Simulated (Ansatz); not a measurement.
Relaxation of the cluster Sn6Te12 (charge 0, singlet) with RKS PBE-D4/def2-SVP in Ansatz.

Positions (Å) and forces (eV/Å) at steps 17, 18, 19, 20, 21, 22, 23, 24, 25, 26, 27, 28, 29, 30, 31, 34, 35 of 70:

```xyz
18
step=17 energy=-122523.6237 eV
Sn    7.299   -1.211   -1.857    0.036    0.031    0.077
Sn    6.859    2.381   -0.118   -0.087    0.032   -0.050
Sn   -4.081    3.739   -0.080   -0.026   -0.071    0.031
Sn   -8.635   -0.098   -0.461    0.044    0.004    0.043
Sn    3.808    6.277   -0.773    0.211   -0.092   -0.003
Sn   -1.853    7.731   -0.987    0.317    0.035   -0.064
Te   -4.301    6.384   -1.289   -0.184   -0.088    0.014
Te   -6.350    1.188   -1.566    0.190    0.039    0.004
Te   -6.635   -1.806   -1.200   -0.058   -0.008   -0.040
Te    6.796   -3.452    0.063   -0.104   -0.099   -0.015
Te    0.774    7.425   -0.909   -0.285    0.080    0.026
Te    5.803   -0.222    0.363    0.058   -0.004   -0.022
Te    9.533    1.948    0.482    0.068    0.086   -0.039
Te    6.515    5.186   -0.765   -0.004   -0.034    0.058
Te    9.378   -3.216    0.882    0.011   -0.016   -0.017
Te    5.766    8.130   -1.202   -0.114    0.006   -0.007
Te   -6.639    4.216   -0.937   -0.065    0.097   -0.021
Te    9.945   -0.739   -0.387   -0.007    0.001    0.025
18
step=18 energy=-122523.7431 eV
Sn    7.288   -1.173   -1.840    0.094   -0.050   -0.082
Sn    6.831    2.370   -0.147    0.053    0.001    0.041
Sn   -4.103    3.647    0.010   -0.121   -0.079    0.027
Sn   -8.492    0.028   -0.407    0.122    0.051    0.074
Sn    3.826    6.104   -0.766    0.001   -0.043   -0.003
Sn   -1.887    7.693   -1.109   -0.112    0.012   -0.076
Te   -4.399    6.267   -1.292    0.134    0.043   -0.049
Te   -6.190    1.258   -1.590    0.176   -0.012    0.023
Te   -6.582   -1.724   -1.258   -0.018    0.012   -0.089
Te    6.751   -3.451    0.046   -0.007   -0.020   -0.009
Te    0.679    7.452   -0.867    0.138    0.027    0.043
Te    5.840   -0.252    0.400   -0.077    0.068    0.093
Te    9.539    1.966    0.439   -0.054    0.126   -0.042
Te    6.554    5.180   -0.734    0.080   -0.017   -0.010
Te    9.327   -3.180    0.898    0.045    0.026   -0.062
Te    5.662    8.081   -1.181   -0.068    0.026    0.011
Te   -6.614    4.301   -0.938   -0.342    0.009    0.040
Te    9.951   -0.706   -0.406   -0.045   -0.180    0.070
18
step=19 energy=-122523.8691 eV
Sn    7.309   -1.177   -1.842   -0.015    0.016    0.077
Sn    6.828    2.374   -0.125    0.062   -0.006    0.011
Sn   -4.234    3.590    0.062   -0.110   -0.085    0.118
Sn   -8.340    0.116   -0.333    0.167    0.012    0.064
Sn    3.835    6.012   -0.766   -0.012    0.024   -0.010
Sn   -1.901    7.677   -1.198    0.061   -0.088   -0.043
Te   -4.421    6.202   -1.308    0.079    0.033   -0.081
Te   -6.057    1.304   -1.597   -0.013    0.030   -0.034
Te   -6.540   -1.685   -1.332    0.025    0.086   -0.059
Te    6.741   -3.458    0.035   -0.003    0.034   -0.022
Te    0.670    7.486   -0.836   -0.034    0.027    0.021
Te    5.836   -0.244    0.421    0.016   -0.019   -0.053
Te    9.542    1.990    0.397   -0.037    0.087   -0.019
Te    6.590    5.179   -0.733   -0.015    0.048   -0.004
Te    9.319   -3.192    0.881    0.022   -0.080    0.021
Te    5.594    8.067   -1.166   -0.063   -0.056    0.015
Te   -6.729    4.340   -0.924   -0.131    0.014    0.011
Te    9.939   -0.719   -0.378   -0.001   -0.077   -0.014
18
step=20 energy=-122523.9796 eV
Sn    7.324   -1.165   -1.821    0.015    0.000   -0.044
Sn    6.845    2.379   -0.125    0.031    0.011    0.002
Sn   -4.380    3.546    0.173   -0.137    0.028    0.016
Sn   -8.185    0.171   -0.228    0.168   -0.032    0.024
Sn    3.805    5.974   -0.770   -0.051   -0.019   -0.002
Sn   -1.875    7.584   -1.276   -0.007   -0.117   -0.046
Te   -4.424    6.131   -1.352    0.052   -0.099   -0.004
Te   -6.008    1.374   -1.649   -0.090    0.122   -0.005
Te   -6.480   -1.618   -1.416    0.042    0.097   -0.019
Te    6.738   -3.460    0.025    0.025    0.035    0.013
Te    0.680    7.512   -0.798    0.000    0.032    0.027
Te    5.839   -0.240    0.420   -0.007    0.008    0.026
Te    9.556    2.002    0.361   -0.006    0.007   -0.026
Te    6.575    5.192   -0.727   -0.018    0.028   -0.002
Te    9.319   -3.227    0.885   -0.024   -0.056   -0.003
Te    5.526    8.059   -1.155   -0.021   -0.026    0.010
Te   -6.818    4.393   -0.928    0.014    0.001    0.004
Te    9.945   -0.746   -0.363    0.013   -0.019    0.029
18
step=21 energy=-122524.0923 eV
Sn    7.345   -1.157   -1.832    0.008    0.017    0.076
Sn    6.865    2.392   -0.129    0.015   -0.017    0.005
Sn   -4.536    3.519    0.266   -0.056    0.024   -0.013
Sn   -8.024    0.188   -0.119    0.144   -0.061   -0.021
Sn    3.760    5.931   -0.773   -0.028   -0.002   -0.007
Sn   -1.846    7.440   -1.358    0.195   -0.090    0.006
Te   -4.414    6.032   -1.390    0.001   -0.117   -0.008
Te   -6.017    1.489   -1.699   -0.123    0.142    0.042
Te   -6.383   -1.526   -1.493    0.055    0.093    0.009
Te    6.739   -3.449    0.024    0.002    0.049   -0.010
Te    0.692    7.558   -0.750   -0.147    0.027   -0.011
Te    5.859   -0.228    0.428    0.025   -0.023   -0.041
Te    9.572    2.003    0.328    0.023   -0.007   -0.023
Te    6.549    5.203   -0.721   -0.025    0.021   -0.010
Te    9.316   -3.267    0.889   -0.032   -0.056    0.010
Te    5.455    8.045   -1.143   -0.044   -0.036    0.016
Te   -6.900    4.464   -0.935   -0.023    0.012   -0.008
Te    9.947   -0.775   -0.334    0.010    0.023   -0.013
18
step=22 energy=-122524.2060 eV
Sn    7.380   -1.133   -1.803    0.016    0.018   -0.048
Sn    6.895    2.389   -0.122    0.005    0.020   -0.027
Sn   -4.663    3.512    0.319   -0.049    0.063   -0.057
Sn   -7.883    0.158   -0.033    0.153   -0.080   -0.083
Sn    3.705    5.876   -0.779   -0.028   -0.019   -0.005
Sn   -1.787    7.270   -1.422    0.231   -0.081    0.016
Te   -4.405    5.930   -1.448   -0.056   -0.135    0.024
Te   -6.076    1.633   -1.718   -0.141    0.085    0.065
Te   -6.241   -1.423   -1.555    0.037    0.124    0.046
Te    6.721   -3.432    0.017    0.012    0.036    0.001
Te    0.704    7.610   -0.703   -0.190    0.014   -0.024
Te    5.856   -0.221    0.429    0.034    0.010    0.035
Te    9.609    2.009    0.285    0.009   -0.024   -0.013
Te    6.511    5.198   -0.728   -0.018   -0.009    0.011
Te    9.298   -3.297    0.883   -0.012   -0.040    0.019
Te    5.370    8.018   -1.122   -0.041   -0.025    0.009
Te   -6.990    4.556   -0.926    0.062    0.044    0.010
Te    9.975   -0.793   -0.316   -0.024   -0.001    0.023
18
step=23 energy=-122524.3061 eV
Sn    7.382   -1.100   -1.833    0.067    0.004    0.061
Sn    6.914    2.404   -0.150    0.055   -0.004    0.013
Sn   -4.739    3.520    0.342   -0.017    0.049   -0.004
Sn   -7.776    0.103    0.014    0.133   -0.065   -0.092
Sn    3.655    5.813   -0.784   -0.016    0.001   -0.015
Sn   -1.725    7.098   -1.489    0.251   -0.061    0.030
Te   -4.410    5.840   -1.496   -0.016   -0.067   -0.024
Te   -6.159    1.768   -1.711   -0.113   -0.025    0.033
Te   -6.085   -1.319   -1.595    0.021    0.162    0.050
Te    6.736   -3.398    0.000   -0.018    0.002    0.018
Te    0.691    7.657   -0.659   -0.198   -0.010   -0.036
Te    5.917   -0.210    0.454   -0.050   -0.038    0.015
Te    9.625    1.995    0.261   -0.005    0.000   -0.033
Te    6.482    5.207   -0.722   -0.029   -0.004   -0.025
Te    9.299   -3.350    0.913   -0.094    0.008   -0.046
Te    5.276    7.996   -1.103   -0.058   -0.029    0.027
Te   -7.042    4.663   -0.899   -0.002    0.045    0.041
Te    9.940   -0.825   -0.281    0.089    0.034   -0.014
18
step=24 energy=-122524.3874 eV
Sn    7.448   -1.078   -1.778   -0.024    0.049   -0.029
Sn    6.940    2.394   -0.142    0.006   -0.012   -0.025
Sn   -4.786    3.542    0.358    0.010    0.006    0.028
Sn   -7.696    0.051    0.030    0.099   -0.024   -0.071
Sn    3.601    5.756   -0.799   -0.020   -0.001   -0.010
Sn   -1.653    6.926   -1.546    0.213   -0.051    0.040
Te   -4.412    5.768   -1.549    0.008   -0.022   -0.037
Te   -6.241    1.878   -1.697   -0.060   -0.114    0.040
Te   -5.943   -1.217   -1.623    0.014    0.176    0.019
Te    6.673   -3.387   -0.004    0.056    0.072   -0.015
Te    0.671    7.689   -0.621   -0.205   -0.033   -0.048
Te    5.896   -0.211    0.471    0.065    0.027   -0.018
Te    9.660    2.003    0.218    0.010    0.036    0.000
Te    6.438    5.185   -0.742   -0.007   -0.016    0.013
Te    9.243   -3.340    0.878    0.043   -0.046    0.045
Te    5.195    7.965   -1.070   -0.058   -0.039    0.013
Te   -7.079    4.756   -0.853   -0.018    0.086    0.028
Te   10.026   -0.818   -0.272   -0.131   -0.093    0.027
18
step=25 energy=-122524.4613 eV
Sn    7.446   -1.025   -1.797    0.052   -0.001    0.019
Sn    6.967    2.394   -0.166    0.010    0.045   -0.021
Sn   -4.804    3.567    0.379   -0.016    0.028   -0.015
Sn   -7.636    0.017    0.032    0.058   -0.005   -0.037
Sn    3.545    5.705   -0.814   -0.022   -0.021   -0.011
Sn   -1.579    6.751   -1.595    0.108   -0.049    0.029
Te   -4.408    5.713   -1.602    0.022   -0.040   -0.004
Te   -6.296    1.958   -1.672   -0.009   -0.112    0.039
Te   -5.827   -1.112   -1.650    0.013    0.149   -0.004
Te    6.696   -3.343   -0.014    0.023    0.013   -0.006
Te    0.632    7.704   -0.588   -0.156   -0.040   -0.038
Te    5.913   -0.196    0.477    0.023   -0.002    0.032
Te    9.684    2.002    0.198   -0.016    0.015   -0.019
Te    6.396    5.173   -0.747   -0.011   -0.018   -0.004
Te    9.250   -3.382    0.907   -0.063   -0.007   -0.020
Te    5.108    7.937   -1.041   -0.043   -0.023    0.021
Te   -7.095    4.843   -0.807    0.039    0.088    0.030
Te    9.989   -0.842   -0.241   -0.012   -0.019    0.010
18
step=26 energy=-122524.5211 eV
Sn    7.486   -1.002   -1.787   -0.005    0.029    0.002
Sn    6.976    2.412   -0.194    0.019   -0.047    0.002
Sn   -4.809    3.597    0.401   -0.002    0.015    0.006
Sn   -7.575   -0.003    0.032    0.040   -0.005   -0.023
Sn    3.482    5.647   -0.833   -0.017   -0.003   -0.009
Sn   -1.519    6.571   -1.646    0.082   -0.022    0.036
Te   -4.387    5.652   -1.651    0.029   -0.025   -0.019
Te   -6.326    2.028   -1.639    0.005   -0.074    0.019
Te   -5.722   -0.994   -1.687    0.002    0.104   -0.003
Te    6.678   -3.324   -0.033   -0.014    0.046   -0.012
Te    0.565    7.700   -0.557   -0.129   -0.061   -0.040
Te    5.966   -0.185    0.507   -0.042   -0.009   -0.005
Te    9.689    2.007    0.168    0.030    0.018   -0.031
Te    6.347    5.170   -0.760   -0.022    0.017   -0.016
Te    9.216   -3.407    0.906    0.015   -0.021    0.009
Te    5.007    7.911   -1.004   -0.046   -0.025    0.022
Te   -7.084    4.936   -0.759    0.038    0.074    0.024
Te    9.992   -0.855   -0.206    0.017   -0.010    0.038
18
step=27 energy=-122524.5729 eV
Sn    7.506   -0.924   -1.765    0.071    0.008    0.020
Sn    7.010    2.392   -0.222   -0.012    0.054   -0.008
Sn   -4.796    3.635    0.428    0.007    0.015    0.000
Sn   -7.514   -0.014    0.030    0.036   -0.010   -0.024
Sn    3.405    5.580   -0.851   -0.009   -0.017   -0.005
Sn   -1.463    6.384   -1.691    0.071    0.003    0.032
Te   -4.351    5.586   -1.711    0.012   -0.020   -0.006
Te   -6.339    2.095   -1.600    0.003   -0.010    0.017
Te   -5.626   -0.868   -1.726   -0.011    0.046    0.009
Te    6.674   -3.270   -0.049    0.031   -0.003    0.009
Te    0.492    7.660   -0.528   -0.107   -0.069   -0.037
Te    5.919   -0.168    0.513    0.065    0.003    0.022
Te    9.731    2.024    0.116   -0.046   -0.007   -0.021
Te    6.282    5.138   -0.774   -0.022    0.001   -0.024
Te    9.202   -3.429    0.915   -0.097   -0.022   -0.017
Te    4.898    7.866   -0.957   -0.024   -0.039    0.027
Te   -7.048    5.040   -0.709    0.049    0.046    0.010
Te    9.999   -0.863   -0.162   -0.017    0.021   -0.003
18
step=28 energy=-122524.6162 eV
Sn    7.560   -0.871   -1.751    0.031    0.019    0.018
Sn    7.002    2.414   -0.252   -0.002   -0.023   -0.018
Sn   -4.762    3.676    0.451    0.006    0.019   -0.022
Sn   -7.460   -0.021    0.024    0.035   -0.011   -0.023
Sn    3.321    5.517   -0.868   -0.006   -0.009    0.001
Sn   -1.404    6.208   -1.738    0.057    0.031    0.038
Te   -4.304    5.530   -1.768   -0.030   -0.034    0.015
Te   -6.341    2.160   -1.557    0.004    0.034    0.021
Te   -5.546   -0.757   -1.761   -0.023    0.010    0.017
Te    6.654   -3.238   -0.078   -0.005    0.053   -0.009
Te    0.420    7.593   -0.491   -0.091   -0.071   -0.035
Te    5.974   -0.155    0.549   -0.025   -0.028    0.003
Te    9.720    2.030    0.071    0.021    0.001   -0.030
Te    6.211    5.135   -0.817   -0.015    0.022   -0.006
Te    9.155   -3.459    0.918   -0.012   -0.017    0.003
Te    4.773    7.832   -0.903   -0.021   -0.038    0.014
Te   -6.993    5.142   -0.661    0.086    0.022   -0.009
Te   10.001   -0.873   -0.108   -0.010    0.019    0.023
18
step=29 energy=-122524.6520 eV
Sn    7.621   -0.788   -1.726    0.050    0.017    0.002
Sn    7.007    2.409   -0.310    0.003    0.004   -0.002
Sn   -4.697    3.725    0.466    0.010    0.021   -0.034
Sn   -7.397   -0.024    0.024    0.041   -0.007   -0.030
Sn    3.232    5.418   -0.872    0.028    0.013    0.005
Sn   -1.349    6.029   -1.793    0.107    0.087    0.068
Te   -4.251    5.458   -1.852   -0.072   -0.020    0.038
Te   -6.336    2.234   -1.500   -0.004    0.020    0.021
Te   -5.473   -0.642   -1.795   -0.045    0.008    0.032
Te    6.631   -3.174   -0.111    0.019    0.053    0.004
Te    0.325    7.505   -0.435   -0.103   -0.113   -0.064
Te    5.969   -0.140    0.564   -0.020   -0.032    0.007
Te    9.731    2.058   -0.010   -0.007   -0.027   -0.018
Te    6.139    5.116   -0.845   -0.052    0.021   -0.022
Te    9.103   -3.481    0.928   -0.031   -0.011    0.006
Te    4.631    7.766   -0.836   -0.018   -0.042    0.017
Te   -6.903    5.260   -0.613    0.107   -0.008   -0.030
Te    9.998   -0.867   -0.028   -0.014    0.016    0.000
18
step=30 energy=-122524.6736 eV
Sn    7.704   -0.675   -1.708    0.089   -0.022    0.001
Sn    6.995    2.427   -0.362   -0.010    0.024   -0.018
Sn   -4.589    3.772    0.447    0.016    0.007   -0.030
Sn   -7.345   -0.022    0.044    0.020   -0.008    0.007
Sn    3.110    5.340   -0.857    0.004   -0.008    0.011
Sn   -1.275    5.874   -1.852    0.082    0.083    0.049
Te   -4.182    5.423   -1.937   -0.104   -0.056    0.013
Te   -6.334    2.293   -1.433    0.029    0.050   -0.018
Te   -5.440   -0.551   -1.817   -0.039   -0.018    0.020
Te    6.634   -3.080   -0.148   -0.050   -0.058    0.044
Te    0.259    7.364   -0.355   -0.089   -0.051   -0.027
Te    5.954   -0.113    0.561    0.006   -0.082   -0.002
Te    9.717    2.041   -0.092    0.050    0.041   -0.021
Te    6.021    5.101   -0.915    0.034    0.042    0.018
Te    9.049   -3.514    0.970   -0.069    0.047   -0.047
Te    4.468    7.711   -0.745    0.002   -0.056   -0.006
Te   -6.771    5.366   -0.588    0.060    0.008   -0.010
Te   10.006   -0.893    0.048   -0.032    0.058    0.015
18
step=31 energy=-122524.6667 eV rejected
Sn    7.821   -0.656   -1.676    0.009    0.034   -0.061
Sn    7.007    2.409   -0.416   -0.013    0.097   -0.030
Sn   -4.464    3.801    0.416    0.010   -0.006   -0.059
Sn   -7.292    0.021    0.091   -0.018    0.040    0.028
Sn    3.051    5.232   -0.822    0.045   -0.001    0.011
Sn   -1.250    5.793   -1.902    0.087    0.035   -0.005
Te   -4.157    5.334   -2.060   -0.039    0.058    0.049
Te   -6.300    2.352   -1.400   -0.018   -0.052    0.062
Te   -5.449   -0.495   -1.827    0.005   -0.005   -0.026
Te    6.521   -3.061   -0.199    0.164    0.168   -0.019
Te    0.146    7.250   -0.246   -0.062   -0.048   -0.005
Te    5.957   -0.136    0.539   -0.039    0.052   -0.026
Te    9.753    2.120   -0.201   -0.072   -0.051    0.053
Te    5.974    5.081   -0.938   -0.043   -0.008    0.023
Te    8.924   -3.450    0.949    0.116   -0.105    0.154
Te    4.352    7.630   -0.677    0.003   -0.018   -0.006
Te   -6.637    5.450   -0.553    0.039   -0.030   -0.043
Te   10.024   -0.815    0.179   -0.174   -0.162   -0.101
18
step=34 energy=-122524.7222 eV
Sn    7.852   -0.638   -1.734   -0.009   -0.008    0.021
Sn    6.995    2.439   -0.455    0.011    0.008    0.009
Sn   -4.383    3.784    0.322    0.001   -0.002   -0.028
Sn   -7.288    0.057    0.183    0.022    0.023   -0.004
Sn    3.059    5.236   -0.761    0.003   -0.002    0.011
Sn   -1.225    5.868   -1.969    0.074    0.084    0.095
Te   -4.152    5.370   -2.124   -0.009    0.020   -0.001
Te   -6.312    2.328   -1.398    0.008   -0.015    0.024
Te   -5.536   -0.546   -1.801   -0.027    0.002    0.012
Te    6.587   -3.029   -0.198    0.023   -0.014   -0.019
Te    0.081    7.191   -0.124   -0.093   -0.109   -0.092
Te    5.943   -0.129    0.459   -0.007    0.029   -0.034
Te    9.722    2.076   -0.195   -0.014   -0.004   -0.005
Te    5.972    5.122   -0.931   -0.020   -0.008   -0.004
Te    8.937   -3.480    1.042   -0.008    0.029    0.012
Te    4.334    7.649   -0.660   -0.004    0.003    0.007
Te   -6.594    5.432   -0.574    0.045   -0.014   -0.009
Te    9.988   -0.869    0.175    0.002   -0.022    0.005
18
step=35 energy=-122524.7403 eV
Sn    7.914   -0.624   -1.746   -0.027    0.008    0.032
Sn    7.002    2.455   -0.483   -0.007    0.007    0.002
Sn   -4.269    3.787    0.235   -0.011    0.007   -0.041
Sn   -7.255    0.110    0.275    0.065    0.019   -0.058
Sn    3.027    5.206   -0.696   -0.015   -0.004    0.016
Sn   -1.198    5.879   -2.039    0.133    0.171    0.278
Te   -4.136    5.375   -2.220   -0.003    0.004   -0.001
Te   -6.298    2.334   -1.384    0.018   -0.018    0.032
Te   -5.601   -0.560   -1.781   -0.061    0.026    0.059
Te    6.575   -3.009   -0.228    0.054   -0.028   -0.018
Te   -0.004    7.062   -0.002   -0.184   -0.205   -0.271
Te    5.918   -0.125    0.387    0.026    0.065   -0.045
Te    9.725    2.081   -0.232   -0.023   -0.003   -0.003
Te    5.936    5.129   -0.937    0.007   -0.021   -0.001
Te    8.889   -3.456    1.085   -0.015    0.026    0.014
Te    4.275    7.634   -0.619   -0.006   -0.002    0.007
Te   -6.506    5.451   -0.576    0.069   -0.013   -0.004
Te    9.987   -0.868    0.222   -0.019   -0.038    0.003
```

In the def2 sets Sn, Te take a core potential; there is no spin–orbit coupling. Single mean-field runs in def2-SVP are fitted with def2-universal-jkfit. The restricted singlet is unstable towards broken spin symmetry in Hartree–Fock (as tested in another run); at PBE-D4/def2-SVP this wasn't settled. Another isomer (singlet) lies 1.79 eV lower at PBE0-D4/def2-SVP; other spin states weren't run for this one.
